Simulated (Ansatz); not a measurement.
A structure relaxed at PBE-D4/def2-SVP in Ansatz, charge 0, singlet:

Cartesian coordinates in Å:
```
P -3.560 1.666 1.178
In -1.904 2.639 -0.566
P -0.327 3.922 1.199
In -2.067 -0.898 -2.787
P -0.523 0.621 -1.201
In 1.396 1.436 -2.627
In 2.187 3.360 1.541
P 2.962 2.726 -0.856
P 2.884 -0.680 -2.839
In -2.657 0.725 3.512
In -3.371 -2.922 0.842
P -1.954 -3.054 -1.349
P -1.727 -1.358 2.265
In 0.254 -0.713 0.823
P 1.773 0.920 2.305
In 0.352 -4.276 -1.483
P 1.749 -2.625 0.096
In 4.061 -1.720 -0.676
H -4.676 2.555 1.288
H -4.210 0.593 0.490
H -2.451 3.831 -1.699
H -0.464 5.346 1.170
H -0.862 3.692 2.507
H -3.626 -0.114 -2.670
H -1.106 -1.032 -4.243
H 1.210 2.495 -3.986
H 3.162 4.452 2.465
H 3.658 3.848 -1.409
H 4.097 1.893 -0.590
H 2.012 -1.673 -3.389
H 3.751 -0.511 -3.964
H -4.032 0.366 4.507
H -1.359 1.836 3.912
H -4.722 -1.851 0.534
H -3.416 -4.443 1.687
H -2.767 -3.940 -2.135
H -1.070 -2.150 3.264
H 1.289 0.982 3.649
H 3.055 0.337 2.553
H 1.036 -3.943 -3.060
H 0.332 -5.807 -0.656
H 1.981 -3.263 1.358
H 4.511 -0.301 0.252
H 5.139 -2.971 -1.209
```

**Question.** Give its formula and point group.

**Answer.** In₉P₉H₂₆, a nanocrystal cut from wurtzite InP (hydrogen-capped). Point group Cs (tolerance 0.1 Å).

**Question.** Summarise the bond lengths by kind (pairs closer than 1.2 times the sum of covalent radii, bridged metal pairs left out).

**Answer.** 23 × In–P 2.53 to 2.69 Å; 13 × H–In 1.73 to 1.75 Å; 13 × H–P 1.43 to 1.44 Å.

In the def2 sets In takes a core potential; there is no spin–orbit coupling. Single mean-field runs in def2-SVP are fitted with def2-universal-jkfit.
